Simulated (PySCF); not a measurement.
CaO₂, SMILES [O]1[Ca][O]1.

Coordinates come from a PBE0-D3(BJ)/def2-TZVP optimisation.

All values below come from PBE0/def2-TZVPD (PySCF).

Isolated molecule, no solvent.

The total energy is -827.69484 hartree. The point group is C2v. The highest occupied level comes out as -4.30 eV and the lowest empty level is -1.96 eV. The orbital gap comes out as 2.33 eV and the dipole moment is 10.37 D. The quadrupole, principal values (traceless, Buckingham form, about the centre of nuclear charge) is -3.52, 1.47, 2.05 D·Å. The mean static polarisability is 33.5 bohr³ (4.96 Å³) and the polarisability, principal values is 25.2, 33.6, 41.7 bohr³.
